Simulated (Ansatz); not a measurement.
C₃H₉AgClP, SMILES `C[P+](C)(C)[Ag-][Cl]`. Charge 0, multiplicity 1. Ag: def2 effective core potential. All single points use the PBE0-D4/def2-TZVP geometry. It is one conformer, not always the lowest.

```xyz
15

C     1.225   -1.219    0.048
P    -0.217   -0.112   -0.005
C     0.047    0.986    1.420
C     0.133    0.961   -1.430
Ag   -2.276   -1.180   -0.061
Cl   -4.306   -2.234   -0.120
H     2.158   -0.650    0.072
H     1.219   -1.866   -0.830
H     1.166   -1.851    0.935
H    -0.720    1.762    1.429
H     1.034    1.454    1.380
H    -0.042    0.412    2.344
H    -0.631    1.737   -1.497
H     1.116    1.429   -1.339
H     0.097    0.371   -2.347
```

Problem. What is the dipole moment at B3LYP/def2-TZVPP? (Estimate.)

Solution. Computed: 9.86 D, with components (8.75, 4.54, 0.25) D in this frame, pointing from negative to positive charge.

Problem. And with PBE, r2SCAN, ωB97M-V? (An estimate is asked.)

Solution. Ansatz gave: PBE 9.54 D, r2SCAN 9.88 D, ωB97M-V 10.03 D.

Problem. Give the Mulliken charges with B3LYP, PBE, ωB97M-V in def2-TZVPP. (Best estimate.)

Solution. The calculation gave: 
```tsv
atom	B3LYP	PBE	ωB97M-V
C1	-0.33	-0.31	-0.38
P2	0.39	0.35	0.31
C3	-0.33	-0.31	-0.38
C4	-0.33	-0.31	-0.38
Ag5	0.02	-0.04	0.07
Cl6	-0.49	-0.44	-0.48
H7	0.10	0.10	0.13
H8	0.12	0.12	0.14
H9	0.12	0.12	0.14
H10	0.12	0.12	0.14
H11	0.10	0.10	0.13
H12	0.12	0.12	0.14
H13	0.12	0.12	0.14
H14	0.10	0.10	0.13
H15	0.12	0.12	0.14
```

B3LYP here is the variant with VWN-RPA as its local correlation; programs differ in this.
